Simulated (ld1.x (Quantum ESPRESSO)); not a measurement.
bismuth PAW: all-electron and pseudo phase curves

```
Element                 : bismuth
Generator               : ld1.x (Quantum ESPRESSO) 7.5
Type                    : PAW
Functional              : PBE
Relativity              : scalar-relativistic
Frozen core             : [Xe] 4f14
Valence charge          : 15
Reference configuration : 5d10 6s2 6p2.75 (charge +0.25)
Partial waves           : 6s (bound): rcut 1.45, rcutus 1.90 bohr; 6s channel at 2.15 Ry: rcut 1.45, rcutus 1.90 bohr; 6p (bound): rcut 2.15, rcutus 2.75 bohr; 6p channel at 0.15 Ry: rcut 2.15, rcutus 2.75 bohr; 5d (bound): rcut 1.65, rcutus 2.05 bohr; 5d channel at 0.95 Ry: rcut 1.65, rcutus 2.05 bohr
Local potential         : all-electron potential smoothed inside 2.10 bohr (lloc = -1)
Core correction         : a·sin(br)/r model core inside 1.55 bohr
Augmentation charge     : GAUSS, radius 1.15 bohr
```

The phase is arctan(r·u′/u) with u = r·R(r), unwrapped; energies in Ry, scanned from -4 to 5 Ry. A pole is an energy at which the radial function vanishes at the test radius. The pseudo phase is shifted by a multiple of π to meet the all-electron one at the reference energy, and phase errors are pseudo minus all-electron; the curves can meet again beyond the range given. Levels narrower than the energy grid can be missing from the lists of poles.

```csv
channel,radius (bohr),reference energy (Ry),"poles, all-electron","poles, pseudo",unbroken range about the reference energy with phases within 0.05 rad,phase error 1 Ry above the reference energy (rad)
s,3.00,-1.20,-0.66,-0.66,below 3.8,-0.000
p,3.00,-0.45,0.72,"0.72, 4.12",below 2.6,-0.000
d,3.00,-2.13,"-2.09, 2.91","-2.09, 2.88",below 4.7,-0.000
```

Phases in the p channel:

```json
{"E (Ry)": "-4.00", "all-electron": "1.384", "pseudo": "1.384"}
{"E (Ry)": "-3.52", "all-electron": "1.368", "pseudo": "1.368"}
{"E (Ry)": "-3.04", "all-electron": "1.346", "pseudo": "1.346"}
{"E (Ry)": "-2.56", "all-electron": "1.316", "pseudo": "1.315"}
{"E (Ry)": "-2.08", "all-electron": "1.268", "pseudo": "1.268"}
{"E (Ry)": "-1.60", "all-electron": "1.181", "pseudo": "1.181"}
{"E (Ry)": "-1.12", "all-electron": "0.967", "pseudo": "0.967"}
{"E (Ry)": "-0.64", "all-electron": "0.021", "pseudo": "0.021"}
{"E (Ry)": "-0.16", "all-electron": "-1.195", "pseudo": "-1.195"}
{"E (Ry)": "0.32", "all-electron": "-1.472", "pseudo": "-1.472"}
{"E (Ry)": "0.80", "all-electron": "-1.585", "pseudo": "-1.585"}
{"E (Ry)": "1.28", "all-electron": "-1.658", "pseudo": "-1.658"}
{"E (Ry)": "1.76", "all-electron": "-1.725", "pseudo": "-1.728"}
{"E (Ry)": "2.24", "all-electron": "-1.808", "pseudo": "-1.821"}
{"E (Ry)": "2.72", "all-electron": "-1.950", "pseudo": "-2.016"}
{"E (Ry)": "3.20", "all-electron": "-2.314", "pseudo": "-2.995"}
{"E (Ry)": "3.68", "all-electron": "-3.463", "pseudo": "-4.424"}
{"E (Ry)": "4.16", "all-electron": "-4.228", "pseudo": "-4.735"}
{"E (Ry)": "4.64", "all-electron": "-4.454", "pseudo": "-5.074"}
```
